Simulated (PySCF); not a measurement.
(3Z)-3-methylpenta-1,3-diene (C₆H₁₀), SMILES C=C/C(C)=C\C.

Geometry optimised at PBE-D3(BJ)/def2-SVP. One conformer was computed; it need not be the lowest.

Vertical ionisation energy (IE) and electron affinity (EA) in eV. Rows of orbital energies are one-electron estimates. Where ΔSCF, EOM or ADC give a negative EA the extra electron is unbound and the value depends on the basis.

| level | IE | EA |
|---|---|---|
| −ε(HOMO), −ε(LUMO), B3LYP/def2-TZVP (PySCF) | … | … |
| −ε(HOMO), −ε(LUMO), PBE/def2-TZVP (PySCF) | 5.38 | 1.68 |

Q: Complete the blanks. (The exact figures need the calculation; the answer reports its results.)

A: 
- −ε(HOMO), −ε(LUMO), B3LYP/def2-TZVP (PySCF), IE: 6.14
- −ε(HOMO), −ε(LUMO), B3LYP/def2-TZVP (PySCF), EA: 0.97
